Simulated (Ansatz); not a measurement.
Compare A (`F[Si@H](Cl)[Si@@H](F)Cl`) with its isomer B (`F[Si](F)(Cl)[SiH2]Cl`).

Calculated with Ansatz (gas phase, PBE0-D4/def2-TZVP geometries, no zero-point term in ΔE). CBS: MP2 limit from def2 TZ/QZ plus the TZ coupled-cluster correction, frozen cores. Functionals use def2-TZVPP. B3LYP here is the variant with VWN-RPA as its local correlation; programs differ in this. One conformer a species, not always the lowest.

Task: Which is lower in electronic energy at CCSD(T)/CBS, and by how much? (Best estimate.)

Result: The calculation gave: B, by 18.6 kJ/mol.

Task: Give E(B) − E(A) in kJ/mol with B2PLYP, r2SCAN-D4, B3LYP-D4, HF/def2-TZVPP, CCSD(T)/def2-TZVPP, B3LYP, CCSD/def2-TZVPP. (Estimate.)

Result: Computed: B2PLYP -16.9, r2SCAN-D4 -19.6, B3LYP-D4 -17.6, HF/def2-TZVPP -16.5, CCSD(T)/def2-TZVPP -19.5, B3LYP -15.6, CCSD/def2-TZVPP -19.2. None reverses the order clearly.

Largest T1 diagnostic: 0.011.
